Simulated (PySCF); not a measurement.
## Orbital energies and ionisation energy

Species: C₅H₆BNO₂.
Z-matrix (Å and degrees, PBE0-D3(BJ)/def2-SVP geometry), rows numbered from 1:
```
O 
B   1  1.3623
O   2  1.3561  1  118.74
C   2  1.5758  1  123.49  3  -179.98
C   4  1.4000  2  123.08  1    -6.56
C   5  1.3942  4  119.74  2  -179.85
N   6  1.3299  5  123.32  4    -0.10
C   7  1.3315  6  117.51  5     0.05
C   8  1.3938  7  123.48  6     0.05
H   1  0.9611  2  113.84  3   177.41
H   3  0.9635  2  111.78  1    -0.86
H   5  1.0953  4  121.63  2    -0.44
H   6  1.0965  5  120.19  4   179.86
H   8  1.0964  7  116.34  6  -179.97
H   9  1.0924  4  120.00  2     0.03
```

Level: wB97X-D/def2-SVPD (PySCF). Frontier orbitals with their largest atomic shares (Löwdin; up to four atoms above 4 %):

```
orbital  ε (eV)                          main atoms
 HOMO−3  -11.72            O3 46 %, O1 40 %, B2 8 %
 HOMO−2  -10.23  C4 27 %, N7 23 %, C5 15 %, C9 11 %
 HOMO−1   -9.50  C9 22 %, C6 20 %, C8 20 %, C5 19 %
   HOMO   -9.38                                   ?
   LUMO    0.24  C4 22 %, N7 19 %, C5 11 %, C9 11 %
 LUMO+1    1.16  C6 19 %, C9 18 %, C5 18 %, C8 18 %
 LUMO+2    1.34   B2 50 %, O1 12 %, O3 9 %, H10 6 %
```

Problem. What vertical ionisation energy does ΔSCF give, and how far is −ε(HOMO) from it?

Solution. ΔSCF: 9.53 eV (919 kJ/mol; threshold wavelength 130 nm); ⟨S²⟩ of the doublet left behind is 0.760, against 0.75 for a pure doublet. −ε(HOMO) is 9.38 eV, 0.15 eV below it. For the exact functional −ε(HOMO) would equal the first vertical ionisation energy; wB97X-D (range-separated hybrid) comes within 0.15 eV of that here. Holes in the HOMO−1 and HOMO−2 were tried too where these lie within 1.2 eV of the HOMO; the lowest converged state counts.

Problem. On which atoms does the HOMO lie?

Solution. N7 (pyridine-type nitrogen) 56 %, C8 (aromatic CH next to a ring nitrogen) 11 %, C6 (aromatic CH next to a ring nitrogen) 11 %, C9 (aromatic CH carbon) 6 %, so more than half of it is on one atom. The HOMO−1 lies 0.12 eV lower.

Problem. With α = 83.1 au, estimate the like-pair dispersion coefficient by London's formula C6 = (3/4)α²I.

Solution. I = 0.3501 Eh, so C6 ≈ 1810 au, a rough estimate.

Problem. How many of the 10 lowest singlet excitations (vertical TDDFT, same level) lie below the ionisation energy?

Solution. All 10; they run from 4.67 to 7.54 eV.

Problem. Shift the occupied levels rigidly so that −ε(HOMO) equals the ΔSCF value. What binding energies result?

Solution. The shift is +0.15 eV: HOMO 9.53, HOMO−1 9.65, HOMO−2 10.38, HOMO−3 11.87 eV. A rigid shift is only a rough guide to the deeper ionisations.

Isolated species at its PBE0-D3(BJ)/def2-SVP geometry (one conformer only).

wB97X-D is run here without its empirical dispersion term; that term would change no orbital, density or response property at a fixed geometry.
